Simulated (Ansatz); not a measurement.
`C[O][GeH]([F])[Cl]` + HBr → `[F][GeH]([Cl])[Br]` + CH₃OH at 298.15 K and 1 bar (ligand exchange at a Ge–O bond).

Calculated with Ansatz (gas phase, PBE0-D4/def2-TZVP geometries, no zero-point term in ΔE). CCSD(T)/CBS is the MP2 limit (def2-TZVPP, def2-QZVPP) plus CCSD(T) − MP2 in def2-TZVPP, frozen cores. This one scheme is used for every species. For Br, Ge outer-core shells are correlated without core-valence functions, which leaves a few kJ/mol of doubt a bond. Scalar relativity is left out up to krypton. Each species was taken in one conformer, which may not be the lowest.

```tsv
species	CCSD(T)/CBS energy (Eh)	H − E (kJ/mol)	S (J/(mol·K))
`C[O][GeH]([F])[Cl]`	-2751.40462	163.5	367.6
HBr	-2573.91920	24.6	198.6
`[F][GeH]([Cl])[Br]`	-5209.72032	51.0	338.9
CH₃OH	-115.61712	146.3	238.2
```

H − E and S are ideal-gas, rigid-rotor, harmonic terms from PBE0-D4/def2-TZVP, for one conformer and one mirror image of each species. 1 Eh = 2625.50 kJ/mol, R = 8.31446 J/(mol·K).

Problem. By hand: ΔE, ΔH, ΔS and ΔG.

Solution. ΔE = (-5209.72032) + (-115.61712) − (-2751.40462) − (-2573.91920) = -0.01362 Eh = -35.8 kJ/mol. Δ(H − E) = 51.0 + 146.3 − 163.5 − 24.6 = 9.2, so ΔH = -26.6 kJ/mol. ΔS = 338.9 + 238.2 − 367.6 − 198.6 = 10.9 J/(mol·K). ΔG = -26.6 − 298.15 × (10.9)/1000 = -29.8 kJ/mol.

Problem. By hand: the equilibrium constant, and the temperature at which ΔG would vanish if ΔH and ΔS stayed fixed.

Solution. log₁₀ K = −ΔG/(RT ln 10) = 5.2. ΔH and −TΔS have one sign here, so there is no such temperature.

The number of gas molecules stays the same, so ΔS is small and ΔH decides. A doubt of 5 kJ/mol in ΔE shifts log₁₀ K by 0.9 here. Other conformers and mirror images would add mixing entropy, several J/(mol·K) or more a flexible species. Modes under 60 cm⁻¹, often nearly free rotors, make the harmonic entropy too high. These are equilibria of isolated gas molecules and say nothing of rates. Largest T1 diagnostic: 0.012 (customary marks: 0.02 for closed shells, 0.045 for open ones).

ΔS is within the doubt of such terms, so its sign, and with it that verdict, could turn.
